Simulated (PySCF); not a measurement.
Bonds (- single, = double, # triple, : aromatic): O1=C2, C2-O3, C2-Si4, Si4-N5, N5-Si6, N5-Si7. O3 carries H8; Si4 carries H9, H10; Si6 carries H11, H12, H13; Si7 carries H14, H15, H16.

Computed data (PySCF 2.14.0 with density-fitted response routines): GFN2-xTB structure, PBE0/pcSseg-1 with gauge-including orbitals. No relativistic terms, single conformer, rapidly exchanging positions averaged, no solvent model.

Shifts are taken against calculated references (same method and geometry level): ¹³C (σref 186.93), ¹H (σref 31.72), ²⁹Si (σref 349.16) vs TMS; ¹⁷O (σref 336.08) vs H2O; NH3 for ¹⁵N (σref 267.73).

```json
{"atoms": "N5", "nucleus": "¹⁵N", "count": "1", "δ (ppm)": "-24.7"}
{"atoms": "H11/H12/H13/H14/H15/H16", "nucleus": "¹H", "count": "6", "δ (ppm)": "?"}
{"atoms": "H8", "nucleus": "¹H", "count": "1", "δ (ppm)": "?"}
{"atoms": "O3", "nucleus": "¹⁷O", "count": "1", "δ (ppm)": "235.8"}
{"atoms": "Si4", "nucleus": "²⁹Si", "count": "1", "δ (ppm)": "-55.0"}
{"atoms": "O1", "nucleus": "¹⁷O", "count": "1", "δ (ppm)": "509.4"}
{"atoms": "C2", "nucleus": "¹³C", "count": "1", "δ (ppm)": "?"}
{"atoms": "H9/H10", "nucleus": "¹H", "count": "2", "δ (ppm)": "5.03"}
{"atoms": "Si6/Si7", "nucleus": "²⁹Si", "count": "2", "δ (ppm)": "-49.6"}
```

**Question.** Fill in the missing shifts.

**Answer.** 
- C2: 189.4 ppm, carbonyl carbon
- H8: 7.01 ppm, hydrogen on an acid hydroxyl oxygen; exchangeable, gas-phase position
- H11/H12/H13/H14/H15/H16: 4.85 ppm, hydrogen on a silicon bonded to N

OH/NH shifts are gas-phase values; hydrogen bonding in solution moves them, usually downfield. Shifts are as computed. Against solution values, carbons near 30 ppm lie about +3 ppm off and those near 130 ppm about +5 ppm. Of 1211 compounds with measured shifts, 218 miss one by over three times the rms of a fit or turn the order of signals round; such compounds aren't used in these exercises. In solution the two oxygens of a carboxylic acid exchange roles by proton transfer and give one 17O line. Hydrogen bonding in solution shields acid and N–H amide carbonyl oxygens by tens of ppm. Hydrogen bonding in solution deshields acid and N–H amide carbonyl carbons by as much as 10 ppm beyond these values. Unscaled 17O shifts of doubly bonded oxygen tend to come out too high, by tens of ppm or more. Experimental scales use liquid or dissolved standards, which lie at an offset from isolated NH3 (liquid NH3: subtract about 20 ppm) and H2O (liquid H2O: subtract about 36 ppm).
